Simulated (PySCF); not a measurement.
All values below come from PBE-D3(BJ)/def2-TZVP // TPSS-D3(BJ)/def2-SVP run with PySCF. Gas-phase values, no solvent. 

Reference species: [Mo(Cl)2(F)4] (neutral, multiplicity 1).

- LUMO: -6.43 eV
- HOMO–LUMO gap: 2.17 eV
- coordination number: 6
- mean distance from the central atom to its bonded neighbours: 1.996 Å

Changed species: [Mo(Cl)5(F)] (1 of 6 Cl replaced by F; the reference has 4 of 6 Cl replaced by F).

Question: Give the shifts of the LUMO, HOMO–LUMO gap, coordination number and mean distance from the central atom to its bonded neighbours.

Answer: the LUMO hardly moves; the HOMO–LUMO gap falls by 0.69 eV, to 1.48 eV; the coordination number hardly moves; the mean distance from the central atom to its bonded neighbours goes up by 0.238 Å, to 2.234 Å.
